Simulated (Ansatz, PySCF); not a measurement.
Donor–acceptor adduct: AlH3 (SMILES [AlH3]) (first 4 atoms) with H2O (SMILES O); geometry from B3LYP-D3(BJ)/def2-TZVP, rigid monomers moved along the line of their centres of mass till Al1···O5 is 3.68 Å.
(charge 0, multiplicity 1):
```xyz
7

Al    -0.0213     0.2183     0.3257
H      0.6033    -0.9348    -0.5657
H     -1.6083     0.3857     0.3374
H      0.8687     1.5100     0.6192
O      0.2023    -1.1296     3.7421
H     -0.6627    -1.2312     4.1597
H      0.7504    -0.5850     4.3218
```

Counterpoise-corrected where a basis set is named; no monomer relaxation.

Frozen-core correlation. CBS(a, b) extrapolates the correlation energy as X⁻³ and adds the Hartree–Fock energy of set b.

Run with Ansatz (Gaussian orbitals); PySCF for the dispersion terms. 

PBE/def2-TZVPPD gives -16.2 kJ/mol for the interaction energy.

Question: Where do these levels fall relative to PBE: PBE-D3(BJ)/def2-TZVPPD, r2SCAN/def2-TZVPPD, B3LYP/def2-TZVPPD, wB97M-V/def2-TZVPPD, MP2/CBS(aug-cc-pV(D+d)Z, aug-cc-pV(T+d)Z), CCSD(T)/CBS(aug-cc-pV(D+d)Z, aug-cc-pV(T+d)Z).

Answer: PBE-D3(BJ)/def2-TZVPPD -1.4; r2SCAN/def2-TZVPPD -1.1; B3LYP/def2-TZVPPD 1.3; wB97M-V/def2-TZVPPD -1.2; MP2/CBS(aug-cc-pV(D+d)Z, aug-cc-pV(T+d)Z) -1.4; CCSD(T)/CBS(aug-cc-pV(D+d)Z, aug-cc-pV(T+d)Z) -1.2 kJ/mol. 1 of 6 lie above PBE; the widest gap is to MP2/CBS(aug-cc-pV(D+d)Z, aug-cc-pV(T+d)Z).

Ansatz is a quantum-chemistry and plane-wave program.
